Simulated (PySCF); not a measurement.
Mg(Et)(SH) (C₂H₆MgS), SMILES C[CH2][Mg][SH].

Geometry optimised at PBE0-D3(BJ)/def2-SVP. The structure was generated by enumeration; whether it is a known compound was not checked. The values are those of a single conformer.

These are PBE/def2-TZVP (PySCF) values and carry that method's errors.

Isolated molecule, no solvent.

* **total energy**: -677.75135 hartree
* **highest occupied level**: -5.58 eV
* **lowest empty level**: -1.67 eV
* **orbital gap**: 3.91 eV
* **dipole moment**: 0.399 e·Å
* **quadrupole, principal values (traceless, Buckingham form, about the centre of nuclear charge)**: -13.80, 4.07, 9.73 D·Å
* **mean static polarisability**: 78.5 bohr³ (11.63 Å³)
* **polarisability, principal values**: 64.2, 65.2, 106.1 bohr³
